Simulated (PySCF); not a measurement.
# NaSb: one state, many levels of theory

State: ³Σ⁻ (triplet), unpaired electrons π ↑↑. Set-up: basis Na x2c-SVPall, Sb x2c-SVPall; spin-free X2C with a Gaussian nucleus; PySCF 2.14. De refers to Na + Sb in their high-spin ground configurations, without counterpoise correction. The functionals are run spin-unrestricted. A positive dipole means Na(−)Sb(+).

```csv
Level,Re (Å),ωe (cm⁻¹),De (eV),μ (D)
ROHF,2.953,212,0.189,-7.92
ROHF-MP2,2.956,209,0.78,n/a
ROHF-SCS-MP2,2.963,206,0.79,n/a
ROHF-CCSD,2.981,197,0.83,n/a
ROHF-CCSD(T),2.988,194,0.87,n/a
LDA,2.866,212,1.64,-5.59
PBE,2.931,200,1.34,-5.59
r²SCAN,2.936,203,1.30,-6.51
PBE0,2.917,207,1.24,-6.41
HSE06,2.920,206,1.29,-6.35
MN15,2.925,205,1.42,-6.10
B2PLYP,2.928,208,1.17,-6.52
```

(1) Which functional lies closest to ROHF-CCSD(T) in De, which farthest, and by how much do they differ from it?

(2) What does a quarter of exact exchange do here, going from PBE to PBE0?

(3) What does the step from GGA to meta-GGA do here, going from PBE to r²SCAN?

Correlated steps freeze 19 core orbitals. Correlated levels converge slowly with the basis: in double zeta they bind strong bonds too weakly, by up to about 1 eV, and carry superposition errors of some tenths. Spin–orbit coupling is left out, which matters for elements this heavy, above all for dissociation energies. B2PLYP dipoles, levels and charges come from its SCF part alone. The state is the lowest determinant that a PBE0 search found; another state may lie lower at other levels.

Results:

(1) Closest is B2PLYP (-6.0 pm in Re, +7.2 % in ωe, +0.30 eV in De against ROHF-CCSD(T) in the same basis), farthest LDA (-12.2 pm in Re, +9.3 % in ωe, +0.77 eV in De). CCSD(T) converges more slowly with the basis than the functionals do and binds too weakly in this one, so the order can change at the basis-set limit.

(2) PBE0 less PBE: -1.4 pm in Re, +3.5 % in ωe, -0.10 eV in De. Exact exchange removes part of the self-interaction that spreads semilocal densities, and in most molecules shortens and stiffens the bond and lowers De; so it does here.

(3) r²SCAN less PBE: +0.5 pm in Re, +1.5 % in ωe, -0.04 eV in De.
